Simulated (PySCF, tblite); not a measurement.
C₄H₃NO₃.
SMILES with atom numbers: `[CH2:1]=[N:2][c:3]1[cH:4][o:5][c:6](=[O:7])[o:8]1` (hydrogens: H9, H10 on C1; H11 on C4)

Computed with GFN2-xTB (tblite), gas phase: Langevin dynamics at 300 K from the optimised GFN2-xTB geometry, time step 0.5 fs, friction 0.01 fs⁻¹, 2000 steps. Over the second half of the run the saved frames average 261 K.

Frame at 250 fs, instantaneous temperature 244 K:
```
atom  x, y, z in Å
C1     -2.438   -1.168    0.245
N2     -1.751   -0.116    0.114
C3     -0.404   -0.084    0.127
C4      0.484    0.861   -0.161
O5      1.711    0.347   -0.266
C6      1.643   -0.996   -0.180
O7      2.524   -1.770   -0.193
O8      0.381   -1.286    0.146
H9     -3.458   -1.069    0.061
H10    -2.095   -2.139    0.620
H11     0.266    1.805   -0.531
```

Frame at 425 fs, instantaneous temperature 290 K:
```
atom  x, y, z in Å
C1     -2.384   -1.308   -0.039
N2     -1.574   -0.322   -0.166
C3     -0.246   -0.475    0.088
C4      0.695    0.529    0.130
O5      1.968   -0.091    0.288
C6      1.777   -1.430    0.341
O7      2.569   -2.290    0.503
O8      0.441   -1.678    0.425
H9     -3.356   -1.101   -0.440
H10    -2.105   -2.284    0.317
H11     0.854    1.536   -0.227
```

Frame at 625 fs, instantaneous temperature 217 K:
```
atom  x, y, z in Å
C1     -2.086   -1.296   -0.552
N2     -1.202   -0.390   -0.406
C3      0.092   -0.590    0.076
C4      1.082    0.320    0.051
O5      2.260   -0.179    0.435
C6      1.975   -1.474    0.858
O7      2.714   -2.208    1.402
O8      0.651   -1.774    0.584
H9     -2.950   -0.948   -1.062
H10    -2.015   -2.357   -0.322
H11     1.075    1.388   -0.225
```

Frame at 800 fs, instantaneous temperature 311 K:
```
atom  x, y, z in Å
C1     -2.369   -1.212   -0.138
N2     -1.529   -0.375   -0.626
C3     -0.198   -0.418   -0.289
C4      0.724    0.535   -0.573
O5      1.946    0.226    0.055
C6      1.777   -0.963    0.639
O7      2.593   -1.582    1.218
O8      0.428   -1.349    0.456
H9     -3.350   -1.105   -0.549
H10    -2.176   -1.861    0.691
H11     0.733    1.558   -1.022
```

Frame at 1000 fs, instantaneous temperature 237 K:
```
atom  x, y, z in Å
C1     -2.501   -1.255   -0.088
N2     -1.790   -0.252   -0.411
C3     -0.432   -0.243   -0.280
C4      0.487    0.340   -1.058
O5      1.733    0.102   -0.612
C6      1.603   -0.589    0.528
O7      2.544   -0.978    1.156
O8      0.351   -0.939    0.701
H9     -3.622   -1.237   -0.229
H10    -2.148   -2.101    0.546
H11     0.351    1.079   -1.885
```

Task: What do single points at PBE0/pcSseg-1 (PySCF, gas phase) give on these frames?

Result: 
```json
{"t (fs)": "250", "GFN2-xTB E above start (eV)": "0.37", "DFT E above lowest frame (eV)": "0.15", "HOMO (eV)": "-7.29", "LUMO (eV)": "-2.09", "dipole (D)": "3.78"}
{"t (fs)": "425", "GFN2-xTB E above start (eV)": "0.42", "DFT E above lowest frame (eV)": "0.19", "HOMO (eV)": "-7.32", "LUMO (eV)": "-2.34", "dipole (D)": "3.93"}
{"t (fs)": "625", "GFN2-xTB E above start (eV)": "0.25", "DFT E above lowest frame (eV)": "0.00", "HOMO (eV)": "-7.18", "LUMO (eV)": "-1.85", "dipole (D)": "3.44"}
{"t (fs)": "800", "GFN2-xTB E above start (eV)": "0.30", "DFT E above lowest frame (eV)": "0.02", "HOMO (eV)": "-7.16", "LUMO (eV)": "-2.08", "dipole (D)": "3.55"}
{"t (fs)": "1000", "GFN2-xTB E above start (eV)": "0.38", "DFT E above lowest frame (eV)": "0.16", "HOMO (eV)": "-7.27", "LUMO (eV)": "-2.14", "dipole (D)": "4.50"}
```

Both levels order the frames alike by energy; measured from each level's lowest frame they differ by 0.03 eV at most. The HOMO–LUMO gap runs from 4.98 to 5.33 eV. These are instantaneous structures, not minima.

Task: And the isotropic GIAO shieldings (ppm) from the same runs?

Result: 
| atom | 250 fs | 425 fs | 625 fs | 800 fs | 1000 fs | mean | range |
| --- | --- | --- | --- | --- | --- | --- | --- |
| C1 | 31.9 | 25.5 | 32.3 | 25.8 | 22.7 | 27.6 | 9.6 |
| N2 | -79.3 | -89.4 | -94.3 | -94.6 | -89.0 | -89.3 | 15.3 |
| C3 | 30.8 | 23.5 | 32.5 | 33.0 | 32.0 | 30.4 | 9.5 |
| C4 | 54.7 | 39.8 | 48.8 | 44.9 | 51.0 | 47.8 | 14.9 |
| O5 | 107.4 | 80.6 | 93.3 | 93.1 | 101.2 | 95.1 | 26.8 |
| C6 | 35.8 | 31.1 | 28.5 | 31.5 | 31.8 | 31.7 | 7.3 |
| O7 | 54.9 | 31.7 | 12.3 | 32.1 | 38.5 | 33.9 | 42.6 |
| O8 | 98.4 | 94.8 | 102.0 | 97.3 | 112.2 | 100.9 | 17.4 |
| H9 | 25.0 | 24.3 | 24.6 | 24.3 | 23.2 | 24.3 | 1.8 |
| H10 | 23.7 | 23.8 | 23.9 | 23.9 | 23.5 | 23.8 | 0.4 |
| H11 | 25.3 | 23.8 | 24.0 | 23.7 | 23.9 | 24.1 | 1.6 |

The cost below is that of the whole dynamics run. Time: 27 s; peak memory 0.18 GiB. Hardware: an Intel Xeon at 2.50 GHz with one thread, no GPU, shared host with 64 logical CPUs at a one-minute load of 55.
